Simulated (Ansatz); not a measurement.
`F[SiH](S)[GeH3]` + CH₃OH → `CO[SiH](F)S` + GeH₄  (cleavage of the Si–Ge bond)

Program: Ansatz. Geometries: PBE0-D4/def2-TZVP. ΔE: electronic, gas phase. CCSD(T)/CBS is the MP2 limit (def2-TZVPP, def2-QZVPP) plus CCSD(T) − MP2 in def2-TZVPP, frozen cores. This one scheme is used for every species. DFT in def2-TZVPP. B3LYP here is the variant with VWN-RPA as its local correlation; programs differ in this. For Ge outer-core shells are correlated without core-valence functions, which leaves a few kJ/mol of doubt a bond. Scalar relativity is left out up to krypton. Each species was taken in one conformer, which may not be the lowest.

| level | ΔE (kJ/mol) |
| --- | --- |
| B3LYP-D4 | -99.8 |
| ωB97X-V | -102.2 |
| PBE | -80.3 |
| CCSD(T)/def2-TZVPP | -103.3 |
| HF/def2-QZVPP | -124.7 |
| HF/CBS(def2) | -124.9 |
| MP2/CBS(def2) | -102.9 |
| CCSD/CBS(def2) | -101.8 |

Q: What does CCSD(T)/CBS give? (Best estimate.)

A: Ansatz gave: -99.7 kJ/mol. The listed levels differ from it by -0.1, -2.5, 19.4, -3.6, -25.0, -25.2, -3.2, -2.1 kJ/mol.

Largest T1 diagnostic among the species: 0.012.

From PBE to PBE0 (25 % exact exchange), in def2-TZVPP and without D4, ΔE moves by −7.2 kJ/mol. In def2-TZVPP, CCSD(T) changes the Hartree–Fock value by +19.5 kJ/mol (the triples alone add +2.2 kJ/mol) and MP2 by +16.3 kJ/mol.
